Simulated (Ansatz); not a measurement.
A search over several starts for the lowest SCF solution of GeTe₂ at the given spin, in a small basis.

```yaml
crystal:
  periodic: [false, false, false]
  atoms:
    - {symbol: Ge, position_ang: [-0.756560, -0.626845, 1.038223]}
    - {symbol: Te, position_ang: [-0.724541, 1.114717, -0.838959]}
    - {symbol: Te, position_ang: [1.481102, -0.487872, -0.199253]}
basis:
  gaussian: {orbitals: def2-SVP, initial_orbitals: start.molden}
hamiltonian: {xc: pbe0, dispersion: d4}
output: {orbitals: {seedname: orbitals}}
```

The file start.molden holds the orbitals of an earlier run on this structure, at another level or in another basis.

```sh
$ ansatz run in.yaml --threads 4 --pin off --events-out ev --progress --plain --max-ram 3916MiB
```

It prints (some lines left out):

```
Functional definition: PBE0
981 factors; integrals over basis functions are off by at most 2.2e-4 eV
mean field evaluation 1: about -71092.4973 eV, gradient 3.6e1 eV
mean field evaluation 2: about -71092.6820 eV, gradient 3.6e-1 eV
mean field evaluation 4: about -71092.7124 eV, gradient 1.7e-3 eV
mean field evaluation 8: about -71092.3511 eV, gradient 1.2e1 eV
mean field evaluation 16: about -71092.7124 eV, gradient 4.1e-3 eV
mean field -71092.71239174 eV, -2612.6089920253 hartree, gradient 3.4e-5 eV, S^2 0.000000; 1 other end points of the search recorded, 0 dependent functions left out
reference -71092.71241111 eV, -2612.6089927370 hartree; 40, 40 occupied and 44, 44 virtual orbitals, 981 factors
Total energy: -71092.85235801 eV, -2612.6141356906 hartree
```

Hardware: 4 threads of Arm Neoverse V1 on a shared host. Wall time 1.7 s.

In the def2 sets Te takes a core potential; there is no spin–orbit coupling. The structure comes from a short search, and lower isomers may exist.
